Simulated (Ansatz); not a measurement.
CH₄BFO, SMILES `OCBF`. Total charge 0; spin multiplicity 1. Geometry: relaxed with PBE0-D4/def2-TZVP. It is one conformer, not always the lowest.

```xyz
8

O     1.259   -0.189   -0.949
C    -0.065   -0.386   -0.488
B    -0.428    0.303    0.865
F    -1.612    0.073    1.408
H     1.568    0.665   -0.641
H    -0.225   -1.467   -0.389
H    -0.803   -0.064   -1.245
H     0.306    1.065    1.440
```

Task: What is the dipole moment at PBE/def2-TZVPP? (Estimate.)

Result: Computed: 0.88 D, with components (-0.12, 0.85, 0.18) D in this frame, pointing from negative to positive charge.

Task: And with r2SCAN, B3LYP, ωB97M-V? (Estimate.)

Result: Computed: r2SCAN 0.91 D, B3LYP 0.96 D, ωB97M-V 0.96 D.

Task: Give the Mulliken charges with PBE, ωB97M-V, B3LYP in def2-TZVPP. (Best estimate.)

Result: Ansatz gave: 
```json
{"atom": "O1", "PBE": "-0.31", "ωB97M-V": "-0.33", "B3LYP": "-0.35"}
{"atom": "C2", "PBE": "-0.01", "ωB97M-V": "0.00", "B3LYP": "0.04"}
{"atom": "B3", "PBE": "0.19", "ωB97M-V": "0.16", "B3LYP": "0.21"}
{"atom": "F4", "PBE": "-0.19", "ωB97M-V": "-0.23", "B3LYP": "-0.23"}
{"atom": "H5", "PBE": "0.19", "ωB97M-V": "0.17", "B3LYP": "0.18"}
{"atom": "H6", "PBE": "0.09", "ωB97M-V": "0.10", "B3LYP": "0.09"}
{"atom": "H7", "PBE": "0.09", "ωB97M-V": "0.10", "B3LYP": "0.08"}
{"atom": "H8", "PBE": "-0.04", "ωB97M-V": "0.02", "B3LYP": "-0.02"}
```

B3LYP here is the variant with VWN-RPA as its local correlation; programs differ in this.
